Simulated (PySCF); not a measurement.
Gas-phase reaction: 4 GaH3 + 2 N2 ⇌ GaH3.NH3 + 3 GaNH2

Method: PySCF energies plus ideal-gas RRHO corrections (1 bar). † marks an energy on the PBE0/def2-TZVP geometry and frequencies; other levels use their own. CCSD(T) freezes the core. 6-31G* has spherical d functions here. All species are closed-shell singlets. B3LYP is the form with VWN-RPA correlation. Ga: all electrons, no relativistic terms. Adducts (GaH3.NH3) have no counterpoise correction, and HF, PBE, BLYP, B3LYP and PBE0 lack dispersion. GaH3, GaH3.NH3, GaNH2: computed as isolated molecules; such fragments, hydroxides, amides, oligomers or adducts are transient or little studied in the gas. CCSD(T) isn't extrapolated to the basis-set limit; its ΔH°(298 K) is -158.4 kJ in def2-SVP and -222.2 kJ in def2-TZVPP. The harmonic model lacks anharmonicity and excited electronic states, which grow with temperature; levels with a mode under 35 cm⁻¹ are left out. Soft modes under 120 cm⁻¹ make the harmonic entropy rough for GaH3.NH3.

```csv
level,"ΔE electronic, kJ","ΔH°(298 K), kJ","ΔS°(298 K), J/K","ΔG°(2500 K), kJ"
B3LYP/6-31G*,-367,-262,-217,288
B3LYP/def2-TZVP†,-381,-278,-219,272
CCSD(T)/def2-TZVPP†,-325,-222,-219,328
M06-2X/def2-TZVP†,-417,-314,-219,236
PBE/def2-SVP,-406,-307,-218,240
PBE0/def2-SVP†,-399,-296,-219,254
PBE0/def2-TZVP,-401,-298,-219,252
```
ΔH° is lowest at M06-2X/def2-TZVP† and highest at CCSD(T)/def2-TZVPP†. No reference value is set beside these.
